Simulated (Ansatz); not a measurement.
# Abstraction of Cl: CClF3 + C2H5AlCl → CF3 + C2H5AlCl2

Species: CClF3 `FC(F)(F)Cl`, singlet; C2H5AlCl `C[CH2][Al][Cl]`, doublet; CF3 (trifluoromethyl radical) `F[C](F)F`, doublet; C2H5AlCl2 (ethylaluminum dichloride) `C[CH2][Al]([Cl])[Cl]`, singlet. A radical takes Cl: the energy is the difference in strength between the C–Cl bond broken and the Al–Cl bond made.

Shapes, held fixed at every level: PBE0-D4/def2-TZVP. Flexible molecules stand in one conformer, not always the lowest. Programs: Ansatz 0.2.0. Electronic energies: no zero-point or thermal term.

```tsv
level	kind	ΔE (kJ/mol)	less CCSD(T)/CBS estimate
HF/def2-SVP	Hartree–Fock	-177.0	-39.5
SPW92/def2-TZVPP	LDA	-95.4	+42.1
B3LYP-D4/def2-TZVPP	global hybrid	-136.7	+0.8
BHLYP-D4/def2-TZVPP	global hybrid	-150.3	-12.8
MP2/def2-SVP	perturbation theory	-136.1	+1.4
CCSD(T)/def2-SVP	coupled cluster or CI	-135.6	+1.9
CCSD/def2-SVP	coupled cluster or CI	-141.0	-3.5
CCSD(T)/CBS estimate	coupled cluster or CI	-137.5	0.0
```

The highest level, CCSD(T)/CBS estimate, gives ΔE = -137.5 kJ/mol; the levels span -177.0 to -95.4. The column of differences is taken from that level and isn't an error. No measured value is set beside it here. Open shells run unrestricted unless RO is named. The CBS estimate extrapolates MP2 from def2-TZVPP and def2-QZVPP and adds CCSD(T) − MP2 in the triple-zeta set, cores frozen.
